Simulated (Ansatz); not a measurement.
Calculated with Ansatz (gas phase, PBE0-D4/def2-TZVP geometries, no zero-point term in ΔE). CBS: MP2 limit from def2 TZ/QZ plus the TZ coupled-cluster correction, frozen cores. Functionals use def2-TZVPP. B3LYP here is the variant with VWN-RPA as its local correlation; programs differ in this. Elements past krypton have def2 core potentials. For Te outer-core shells are correlated without core-valence functions, which leaves a few kJ/mol of doubt a bond. Each species was taken in one conformer, which may not be the lowest.

Reaction (redistribution): `F[SiH2][TeH]` + `C=C[SiH2]C(=O)S` → `C=C[SiH2][SiH2]F` + `O=C(S)[TeH]`

```tsv
level	ΔE (kJ/mol)	difference from CCSD(T)/CBS
PBE-D4	61.8	-14.7
r2SCAN-D4	69.5	-7.0
PBE0-D4	70.9	-5.6
B3LYP-D4	70.0	-6.5
ωB97X-V	78.0	1.5
ωB97M-V	84.1	7.6
B2PLYP	74.9	-1.6
PBE	62.5	-14.0
r2SCAN	69.4	-7.1
PBE0	71.4	-5.1
B3LYP	71.4	-5.1
HF/def2-TZVPP	92.3	15.8
MP2/def2-TZVPP	79.1	2.6
SCS-MP2/def2-TZVPP	78.1	1.6
CCSD/def2-TZVPP	78.7	2.2
CCSD(T)/def2-TZVPP	75.3	-1.2
HF/def2-QZVPP	91.8	15.3
MP2/def2-QZVPP	79.6	3.1
SCS-MP2/def2-QZVPP	78.9	2.4
HF/CBS(def2)	91.8	15.3
MP2/CBS(def2)	80.3	3.8
CCSD/CBS(def2)	79.9	3.4
CCSD(T)/CBS	76.5	0
```

Largest T1 diagnostic among the species: 0.016.

From PBE to PBE0 (25 % exact exchange), in def2-TZVPP and without D4, ΔE moves by +8.9 kJ/mol. In def2-TZVPP, CCSD(T) changes the Hartree–Fock value by −17.0 kJ/mol (the triples alone add −3.4 kJ/mol) and MP2 by −13.3 kJ/mol.
